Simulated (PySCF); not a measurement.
Compound: C5H10OSi.
SMILES: `C=CC[SiH2]OC=C`

Torsions of this conformer, `[CH2:1]=[CH:2][CH2:3][SiH2:4][O:5][CH:6]=[CH2:7]`: C1–C2–C3–Si4 110°, C2–C3–Si4–O5 58°, C3–Si4–O5–C6 -154°, Si4–O5–C6–C7 -163°.

The closed-shell ground state was solved at several levels (PySCF, density fitting, gas phase, non-relativistic). The structure is a single PBE0-D3(BJ)/def2-SVP conformer in the gas phase; no vibrational or solvent corrections.

```csv
level,basis functions,HOMO (eV),LUMO (eV),gap (eV),dipole (D)
PBE0/pcSseg-1,176,-6.78,-0.01,6.77,1.12
CAM-B3LYP/def2-SVPD,227,-8.16,0.94,9.10,1.04
```

Problem. What might wB97X-D/pcSseg-1 (176 basis functions) give for the same quantities?

Solution. HOMO -8.65 eV, LUMO 1.80 eV, gap 10.45 eV, dipole 1.13 D.

Problem. Over all these levels, which gives the widest orbital gap and which the narrowest?

Solution. wB97X-D/pcSseg-1 (range-separated hybrid) has the widest, 10.45 eV, and PBE0/pcSseg-1 (global hybrid, 25 % exact exchange) the narrowest, 6.77 eV. The two share the basis. From the narrowest to the widest the HOMO moves by -1.87 eV and the LUMO by +1.81 eV.

Problem. How far do the dipole and the HOMO energy spread over the levels?

Solution. The dipole runs from 1.04 to 1.13 D (mean 1.10 D) and the HOMO from -8.65 to -6.78 eV.
